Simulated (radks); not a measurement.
Valence configurations of Li I (all share [He]). Calculated with a radial shooting solver on a logarithmic mesh with Libxc functionals: non-relativistic Kohn-Sham, LDA (Slater exchange, Perdew-Wang correlation), spin-polarised, spherical densities, point nucleus; open shells are filled with parallel spins first. Energies are relative to 2s1; eigenvalues in eV for spin up.

valence,E (eV),moment (Bohr magnetons),e(2p),e(2s)
2s1,0.000,1,-,-3.165
2s0.5 2p0.5,0.910,1,-1.570,-3.386
2p1,1.817,1,-1.761,-

NIST lists [He] 2s1 as the ground configuration; this level of theory agrees among the configurations tried. The energies are those of spherical high-spin densities, not of single terms.
